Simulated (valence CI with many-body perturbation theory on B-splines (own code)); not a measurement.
**Lu⁴⁸⁺: calculated level list**

Method: valence CI with perturbative core correlation (CI+MBPT): five valence electrons over a frozen Dirac-Fock core [Ar], radial functions for each j: 7 s, 7 p, 8 d, 6 f, 4 g, 1 h, with the one-electron correlation potential Σ1 (screened to all orders), the two-electron term Σ2, the three-electron term Σ3, Breit, model QED; selected single and double excitations, second order for the rest, scaled by the run's own slope (own B-spline code, finite nucleus).

No measured spectrum was set against this ion. As an estimate, large intervals hold to a few tenths of a per cent, small ones and those within an open d or f shell to about a per cent. Excitations out of the core, of the other parity, are not computed and may begin above about 235 eV (a cautious bound); beyond it only levels of the ground parity were kept, without lifetimes. Only levels of the ground parity were solved; by the run's estimate the other parity begins above the list, which can be wrong where configurations are misplaced.

Levels 1 to 37 of 37, with energies above the lowest level, (3d3/2^4 3d5/2) J=5/2. "Leading %" is the weight of the configuration and term that name the level; weights of strongly mixed levels are sums over their largest components and can fall short. In the jj column 3d3/2^4 stands for four electrons in 3d with j = 3/2. Lifetimes count E1, E2, E3, M1 and M2 decay at the calculated energies, and are blank where another channel may lead or the interval is too uncertain; long ones can be off by a factor of two.

```csv
No.,Configuration,Term,J,E (cm⁻¹),Leading %,Lifetime,Leading jj
1,3d⁵,⁴P,5/2,0,26,,3d3/2^4 3d5/2 (96 %)
2,3d⁵,⁶S,5/2,373550,36,559 ns,3d3/2^3 3d5/2^2 (92 %)
3,3d⁵,⁴G,7/2,464380,33,1.15 μs,3d3/2^3 3d5/2^2 (99 %)
4,3d⁵,²H,11/2,475110,44,,3d3/2^3 3d5/2^2 (99 %)
5,3d⁵,⁴D,3/2,477520,39,477 ns,3d3/2^3 3d5/2^2 (99 %)
6,3d⁵,²G,9/2,515980,30,497 μs,3d3/2^3 3d5/2^2 (97 %)
7,3d⁵,²D,5/2,542810,32,15.2 μs,3d3/2^3 3d5/2^2 (94 %)
8,3d⁵,⁴P,1/2,566980,44,59.1 μs,3d3/2^3 3d5/2^2 (91 %)
9,3d⁵,²F,7/2,578690,39,13.8 μs,3d3/2^3 3d5/2^2 (98 %)
10,3d⁵,²D,3/2,701780,61,4.61 μs,3d3/2^3 3d5/2^2 (89 %)
11,3d⁵,⁶S,5/2,831050,33,253 ns,3d3/2^2 3d5/2^3 (91 %)
12,3d⁵,⁴D,7/2,895810,52,466 ns,3d3/2^2 3d5/2^3 (99 %)
13,3d⁵,²I,11/2,900080,50,688 ns,3d3/2^2 3d5/2^3 (99 %)
14,3d⁵,⁴G,9/2,915560,61,694 ns,3d3/2^2 3d5/2^3 (97 %)
15,3d⁵,²I,13/2,939240,100,3.54 μs,3d3/2^2 3d5/2^3 (100 %)
16,3d⁵,⁴D,1/2,949780,78,374 ns,3d3/2^2 3d5/2^3 (98 %)
17,3d⁵,⁴P,3/2,959460,53,257 ns,3d3/2^2 3d5/2^3 (97 %)
18,3d⁵,²F,5/2,969240,42,474 ns,3d3/2^2 3d5/2^3 (97 %)
19,3d⁵,²H,9/2,1009800,53,389 ns,3d3/2^2 3d5/2^3 (100 %)
20,3d⁵,²G,7/2,1028500,61,1.31 μs,3d3/2^2 3d5/2^3 (100 %)
21,3d⁵,⁴F,5/2,1044200,64,370 ns,3d3/2^2 3d5/2^3 (98 %)
22,3d⁵,²D,3/2,1050700,86,960 ns,3d3/2^2 3d5/2^3 (89 %)
23,3d⁵,²G,7/2,1094200,47,699 ns,3d3/2^2 3d5/2^3 (96 %)
24,3d⁵,⁴P,1/2,1094900,42,470 ns,3d3/2^2 3d5/2^3 (84 %)
25,3d⁵,²G,9/2,1161000,78,1.22 μs,3d3/2^2 3d5/2^3 (97 %)
26,3d⁵,²P,3/2,1279900,74,1.17 μs,3d3/2^2 3d5/2^3 (97 %)
27,3d⁵,²D,5/2,1301200,74,553 ns,3d3/2^2 3d5/2^3 (87 %)
28,3d⁵,⁴P,5/2,1360600,32,167 ns,3d3/2 3d5/2^4 (91 %)
29,3d⁵,²F,7/2,1426200,28,234 ns,3d3/2 3d5/2^4 (99 %)
30,3d⁵,²H,11/2,1438700,55,296 ns,3d3/2 3d5/2^4 (99 %)
31,3d⁵,⁴D,3/2,1451300,30,188 ns,3d3/2 3d5/2^4 (98 %)
32,3d⁵,²G,9/2,1495900,55,334 ns,3d3/2 3d5/2^4 (96 %)
33,3d⁵,²D,5/2,1531300,62,299 ns,3d3/2 3d5/2^4 (91 %)
34,3d⁵,²G,7/2,1557000,54,331 ns,3d3/2 3d5/2^4 (97 %)
35,3d⁵,²P,1/2,1619400,52,318 ns,3d3/2 3d5/2^4 (91 %)
36,3d⁵,²D,3/2,1739200,75,239 ns,3d3/2 3d5/2^4 (95 %)
37,3d⁵,²D,5/2,1951700,40,,3d5/2^5 (95 %)
```

The ionisation energy to 3d⁴ ³P0 of the next ion comes out as 4210.4 eV (NIST: 4211 ± 4 eV (theoretical)). All 37 levels together are meant to be complete up to 1893000 cm⁻¹.
